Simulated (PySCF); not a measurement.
# Working out the ionisation energy of Ni

Ni [Ar] 3d8 4s2 (3F) → Ni⁺ [Ar] 3d9 (2D). All numbers are calculated (PySCF 2.14, the spin-free X2C one-electron Hamiltonian (Gaussian nucleus), in x2c-TZVPall). Frozen: [Ar]. Energies in hartree (1 hartree = 27.21139 eV):

```
             part    Ni (lower)   Ni⁺ (upper)
              UHF  -1519.087419  -1518.785731
MP2 opposite-spin     -0.169565     -0.194281
    MP2 same-spin     -0.093585     -0.113637
```

Task: What does Hartree-Fock give?

Result: (-1518.785731) − (-1519.087419) = 0.301688 hartree = 8.209 eV.

Task: What do MP2 and SCS-MP2 (6/5 opposite-spin, 1/3 same-spin) give?

Result: The opposite-spin parts differ by -0.673 eV and the same-spin parts by -0.546 eV. MP2: 8.209 + (-0.673) + (-0.546) = 6.990 eV. SCS-MP2: 8.209 + 1.2 × (-0.673) + (-0.546)/3 = 7.219 eV.

Reference: 7.640 eV (measured; NIST Atomic Spectra Database, ionization energies), between the lowest levels; spin-orbit coupling is absent from the calculation.

What remains against the reference includes basis incompleteness, the frozen core and correlation beyond second order.
